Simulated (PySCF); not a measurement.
# Quadrupolar nuclei of `CCC[C@H](C)S(=O)(=O)Cl` in NMR

C5H11ClO2S.
SMILES with atom numbers: `[CH3:1][CH2:2][CH2:3][C@H:4]([CH3:5])[S:6](=[O:7])(=[O:8])[Cl:9]` (hydrogens: H10, H11, H12 on C1; H13, H14 on C2; H15, H16 on C3; H17 on C4; H18, H19, H20 on C5)

Structure used (GFN2-xTB), in Å, numbered top down from 1:
```
atom  x, y, z in Å
C1     2.8467   -0.1197    0.1632
C2     1.5366    0.5298   -0.2632
C3     0.3549   -0.4157   -0.0318
C4    -0.9716    0.1848   -0.4367
C5    -1.5281    1.2650    0.4548
S6    -2.1798   -1.1755   -0.4020
O7    -3.4953   -0.7019   -0.6935
O8    -1.6949   -2.3137   -1.1152
Cl9   -2.1876   -1.6968    1.5672
H10    3.6797    0.5586   -0.0024
H11    2.8170   -0.3760    1.2193
H12    3.0255   -1.0292   -0.4046
H13    1.3877    1.4473    0.3080
H14    1.5875    0.7962   -1.3207
H15    0.5047   -1.3299   -0.6105
H16    0.3156   -0.6897    1.0245
H17   -0.9818    0.4777   -1.4872
H18   -1.4514    0.9727    1.5001
H19   -0.9931    2.2020    0.3131
H20   -2.5774    1.4245    0.2147
```

Computed at PBE0/pcSseg-1 (PySCF, non-relativistic):

```tsv
atom	environment	nucleus	spin I	Q (b)	CQ = χzz (MHz)	η
S6	sulfonyl sulfur	33S	3/2	-0.0678	-16.421	0.182
O7	sulfonyl oxygen	17O	5/2	-0.0256	-7.731	0.275
O8	sulfonyl oxygen	17O	5/2	-0.0256	-7.730	0.285
Cl9	chlorine bonded to S	35Cl	3/2	-0.0817	-67.284	0.083
```

Question: Which field gradients stand behind these couplings (CQ in MHz = 234.96 × Q in b × Vzz in au)?

Answer: Vxx = −Vzz(1 − η)/2 and Vyy = −Vzz(1 + η)/2, in au:

```tsv
atom	Vxx (au)	Vyy (au)	Vzz (au)	Vzz (10²¹ V/m²)
S6	-0.422	-0.609	1.031	10.02
O7	-0.466	-0.820	1.285	12.49
O8	-0.459	-0.826	1.285	12.49
Cl9	-1.606	-1.899	3.505	34.06
```

Question: Give the quadrupolar product PQ = |CQ|√(1 + η²/3), the quadrupolar frequency νQ = 3|CQ|/[2I(2I − 1)] and the Larmor frequency ν0 = |g| × 7.62259 MHz/T × B at 18.8 T, with g(33S) = 0.42921, g(17O) = −0.75752, g(35Cl) = 0.54792.

Answer: 
```json
{"atom": "S6", "PQ (MHz)": "16.51", "νQ (MHz)": "8.211", "ν0 (MHz)": "61.51", "νQ/ν0": "0.133"}
{"atom": "O7", "PQ (MHz)": "7.828", "νQ (MHz)": "1.160", "ν0 (MHz)": "108.56", "νQ/ν0": "0.011"}
{"atom": "O8", "PQ (MHz)": "7.834", "νQ (MHz)": "1.160", "ν0 (MHz)": "108.56", "νQ/ν0": "0.011"}
{"atom": "Cl9", "PQ (MHz)": "67.36", "νQ (MHz)": "33.64", "ν0 (MHz)": "78.52", "νQ/ν0": "0.428"}
```

For S6: PQ = 16.42 × 1.0055, νQ = 16.42 × 0.5000, ν0 = 3.2717 MHz/T × 18.8 T.

For Cl9 νQ isn't small against ν0, so the high-field expansions of solid-state NMR fail there at this field.

Question: Second-order quadrupolar shift of the central transition's centre of gravity (half-integer spins, νQ < ν0/10) at 18.8 and 23.5 T.

Answer: From −(3/40)(PQ/ν0)²[I(I + 1) − 3/4]/[I(2I − 1)]², which goes as 1/B² (ppm):

```tsv
site	18.8 T	23.5 T
17O at O7	-31.2	-20
17O at O8	-31.3	-20
```

The couplings are those of the rigid, isolated species; surroundings and motion change them. GFN2-xTB bond lengths can be off by several hundredths of an ångström, more for odd bonds, and the gradients follow them. A larger basis could move these couplings by a tenth or more.

One conformer stands for the species.
